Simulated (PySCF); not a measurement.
## Electronic absorption of (Cl)3Si-O-SiH3

Compound: (Cl)3Si-O-SiH3.
Bonds: Si1–Cl2, Si1–Cl3, Si1–Cl4, Si1–O5, O5–Si6. Hydrogens: H7, H8, H9 on Si6.

Method: TDDFT CAM-B3LYP/def2-SVPD, vertical, gas phase, core orbitals frozen in the response in PySCF. Isolated species at its PBE0-D3(BJ)/def2-SVP geometry, gas phase.

```tsv
state	E (eV)	λ (nm)	f	main configurations (H = HOMO, L = LUMO)
S1	7.69	161.2	0.0000	H→L (68%), H→L+1 (16%)
S2	7.74	160.1	0.0027	H-1→L (75%), H-3→L+1 (12%)
S3	7.81	158.8	0.0049	H-2→L (76%), H-4→L+1 (12%)
S4	8.03	154.5	0.018	H-3→L (44%), H-1→L+1 (34%)
S5	8.07	153.6	0.020	H-4→L (45%), H-2→L+1 (34%)
S6	8.60	144.1	0.067	H-5→L (31%), H-6→L (18%), H-5→L+1 (9%)
S7	8.61	144.0	0.069	H-6→L (29%), H-5→L (20%), H-6→L+1 (8%)
S8	8.73	141.9	0.0065	H→L+1 (32%), H→L (19%), H→L+2 (18%)
S9	8.74	141.9	0.114	H-7→L (50%), H-7→L+1 (13%)
```

Triplets (Tamm–Dancoff): T1 7.25 eV, H→L (58%), H→L+1 (18%); T2 7.32 eV, H-1→L (65%), H-3→L+1 (16%); T3 7.38 eV, H-2→L (66%), H-4→L+1 (16%); T4 7.52 eV, H-3→L (44%), H-1→L+1 (31%).

The lowest singlet lies at 7.69 eV (161 nm, vacuum ultraviolet) and is dark (f under 0.0005); its leading configuration is HOMO→LUMO (68%). The most intense listed level is S6/S7 at 8.60 eV (144 nm, f = 0.136 summed), 0.91 eV above S1. S6/S7 and S8/S9 lie within about 0.01 eV of each other in each set. Löwdin shares by element: HOMO chlorine 98%; LUMO chlorine 45%, silicon 21% or more (atoms not listed hold the other 34%). Weighted by f, the mean energy of these states is 8.57 eV. Of the 9 states listed, 5 reach f = 0.01 and 1 stays under 0.0005. The listed states span 1.05 eV, and the widest gap between neighbours is 0.53 eV (S5 to S6). All these states lie below the vertical ionisation energy of 11.56 eV (ΔSCF). Orbitals of the list HOMO-3 to LUMO+2 that lie within 0.01 eV of each other are written together with a slash and their weights summed (≥ marks a lower bound); for degenerate orbitals outside that list single weights are arbitrary. Singlets were solved by full linear response, triplets in the Tamm–Dancoff approximation. The highest level found (8.89 eV, f 0.026 so far) is left out, since the window may have cut off a degenerate partner.

Hardware: Arm Neoverse V1, one thread, no GPU, shared host with 32 logical CPUs at a one-minute load of 13. Cost: 3.2 min wall (with the writing of density and orbital grids), 0.93 GiB resident at most.
